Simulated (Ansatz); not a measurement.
Consider the cleavage of the Si–Ge bond: `[NH2][GeH2][Si](N)(O)O` + H–F → `N[Si](O)(O)F` + `[NH2][GeH3]`.

Isolated molecules relaxed with PBE0-D4/def2-TZVP in Ansatz; ΔE leaves out vibrations. CBS: MP2 limit from def2 TZ/QZ plus the TZ coupled-cluster correction, frozen cores. This one scheme is used for every species. DFT in def2-TZVPP. B3LYP here is the variant with VWN-RPA as its local correlation; programs differ in this. For Ge outer-core shells are correlated without core-valence functions, which leaves a few kJ/mol of doubt a bond. Scalar relativity is left out up to krypton. One conformer a species, not always the lowest.

`[NH2][GeH2][Si](N)(O)O`:

Z-matrix (Å, degrees):
```
Ge
Si 1 2.386
N 1 1.853 2 104.9
H 1 1.557 2 112.0 3 -123.3
H 1 1.542 2 114.5 3 115.7
O 2 1.645 1 108.5 3 22.9
N 2 1.702 1 107.7 3 144.9
O 2 1.646 1 113.5 3 -92.0
H 3 1.012 1 112.2 2 -55.3
H 3 1.011 1 114.2 2 -178.8
H 6 0.960 2 115.7 1 -84.2
H 7 1.007 2 120.0 1 -30.2
H 7 1.009 2 121.1 1 -177.6
H 8 0.958 2 116.7 1 -63.4
```

H–F:

Z-matrix (Å, degrees):
```
F
H 1 0.920
```

`N[Si](O)(O)F`:

Cartesian coordinates in Å:
```
N 0.628 1.185 -0.343
Si 0.070 -0.337 0.123
O -0.810 -0.880 -1.136
O -0.714 -0.251 1.548
F 1.198 -1.421 0.423
H 1.094 1.795 0.306
H 0.890 1.367 -1.297
H -0.915 -1.829 -1.219
H -1.442 0.371 1.594
```

`[NH2][GeH3]`:

```xyz
7

N    -0.497    0.394   -0.974
Ge    0.157   -0.347    0.582
H    -0.740    1.371   -0.886
H     0.128    0.296   -1.762
H     0.426   -1.831    0.289
H     1.462    0.302    1.104
H    -0.936   -0.184    1.648
```

| level | ΔE (eV) |
| --- | --- |
| r2SCAN-D4 | -1.70 |
| B3LYP | -1.78 |

What does CCSD(T)/CBS give? (An estimate is asked.)

The calculation gave: -1.65 eV. The listed levels differ from it by -0.05, -0.13 eV.

Largest T1 diagnostic among the species: 0.012.

The D4 term adds +0.13 eV with B3LYP and +0.08 eV with PBE0; it sums over pairs of atoms, weighted by their polarisabilities, and B3LYP, whose exchange is more repulsive, gets the larger term. In def2-TZVPP, CCSD(T) changes the Hartree–Fock value by +0.42 eV (the triples alone add +0.06 eV) and MP2 by +0.42 eV.
